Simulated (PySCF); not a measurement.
C₅H₇F, SMILES C=C[C@@H]1C[C@@H]1F. Atoms are numbered in the order given.

```xyz
13

C      2.4470     0.3104     0.4796
C      1.2629    -0.0813     0.0041
C     -0.0295     0.1610     0.6698
C     -1.1062    -0.9159     0.6419
C     -1.2716     0.3184    -0.1583
F     -1.1506     0.2165    -1.5055
H      2.5340     0.8528     1.4263
H      3.3722     0.1027    -0.0630
H      1.2144    -0.6162    -0.9509
H      0.0219     0.7757     1.5743
H     -0.8672    -1.8244     0.0822
H     -1.7238    -1.0677     1.5305
H     -2.0116     1.0730     0.1280
```

Coordinates come from a PBE0-D3(BJ)/def2-SVP optimisation. The values are those of a single conformer.

Calculation: PBE/def2-TZVP run with PySCF.

Computed frontier levels, gap, dipole moment and polarisability:
The highest occupied level comes out as -5.91 eV. The lowest empty level is -0.81 eV. The orbital gap comes out as 5.09 eV. The dipole moment is 1.56 D, the quadrupole, principal values (traceless, Buckingham form, about the centre of nuclear charge) comes out as -5.39, 0.01, 5.38 D·Å and the mean static polarisability is 61.6 bohr³ (9.13 Å³). The polarisability, principal values is 48.6, 53.5, 82.8 bohr³.
